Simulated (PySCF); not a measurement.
**Computed structure and properties of Yb2S3**

System: Yb2S3 (singlet in the valence; each metal's 4f electrons, 13 of them, lie in its core potential, out of spins and levels); start: displaced along the imaginary mode (C2v). Method: PySCF 2.14.0, RKS B3LYP, Yb lcecp-1-SVP with ECP59, S def2-SVP; non-relativistic Hamiltonian with scalar-relativistic core potentials where named; density fitting; no spin-orbit coupling.

Input of the relaxation:

```python
mol = gto.M(atom='''
Yb     0.04917    -0.02461     2.59246
Yb     0.04917    -0.02461    -2.59246
S     -0.22357     0.11189    -0.00000
S     -0.15570     0.07792     4.92556
S     -0.15570     0.07792    -4.92556''',
    basis={'Yb': 'lcecp-1-SVP', 'S': 'def2-SVP'},
    ecp={'Yb': 'lcecp-1-SVP'},
    charge=0, spin=0)
mf = dft.RKS(mol, xc='B3LYP')
mf.grids.atom_grid = (50, 194)  # f atoms: unpruned, at least (60, 302)
mf = mf.density_fit()  # fitting sets: Yb AutoAux, S def2-universal-JKFIT
mf.conv_tol = 1e-08; mf.max_cycle = 55
mf.kernel(dm0)  # dm0: converged density of the start geometry
# quasi-Newton relaxation in Cartesian coordinates to a largest gradient under 0.00045 Eh/bohr, steps kept in the point group
```

Run from Python with OMP_NUM_THREADS=2; the lines above give its settings. Where DIIS fails, smearing, a level shift and second-order steps follow.
It took 3.8 min on 2 threads of Arm Neoverse V2, on a shared host, from the converged density of the start.

Course of the relaxation:

```
step  energy above end (eV)  largest force component within the symmetry (eV/Å)
   0                 0.6078                                               0.288
   1                 0.5877                                               0.150
   2                 0.5007                                               0.282
   3                 0.4068                                               0.739
   4                 0.3587                                               1.236
   5                 0.2736                                               0.628
   6                 0.2316                                               0.274
   7                 0.1991                                               0.143
  28                 0.0038                                               0.103
  29                 0.0018                                               0.021
  30                 0.0011                                               0.022
  31                 0.0004                                               0.025
  32                 0.0001                                               0.027
  33                 0.0000                                               0.020
```
(The steps between are left out.)

Relaxed geometry (C2v):

```xyz
5

Yb    0.5359   -0.2682    2.3011
Yb    0.5359   -0.2682   -2.3011
S     1.4919   -0.7467    0.0000
S    -1.5002    0.7508    2.6580
S    -1.5002    0.7508   -2.6580
```

```
   contact      Å
Yb1–S3 (S)  2.537
Yb1–S4 (S)  2.305
Yb2–S5 (S)  2.305
```

On the finer grid (75, 302):

The HOMO is -5.49 eV and the LUMO is -3.09 eV. The dipole about the centre of mass is 11.41 D, the set of Mulliken populations of Yb1 outside the core potential is s 2.46, p 6.39, d 1.53, f 0.02 and the D3(BJ) dispersion energy (not in the energies) is -0.401 eV.

| atom | Mulliken (e) | Löwdin (e) | spin (e) |
| --- | --- | --- | --- |
| Yb1 | 0.60 | 0.04 | 0.00 |
| Yb2 | 0.60 | 0.04 | 0.00 |
| S3 | -0.59 | -0.02 | 0.00 |
| S4 | -0.30 | -0.03 | 0.00 |
| S5 | -0.30 | -0.03 | 0.00 |

The 4f levels lie in the core potential and are missing. Their spin isn't counted.

No frequency check is given for this geometry.

Rigid scan of S along the line from its metal:

| distance to S3 (Å) | energy (eV) |
| --- | --- |
| 2.24 | 0.725 |
| 2.34 | 0.294 |
| 2.44 | 0.068 |
| 2.54 | 0.000 |
| 2.64 | 0.058 |
| 2.74 | 0.220 |
| 2.84 | 0.471 |
| 2.99 | 0.988 |

One start shape was tried, so this needn't be the lowest isomer.

An lcecp potential fixes the number of 4f electrons, so in runs with it no electron can move into or out of that shell.
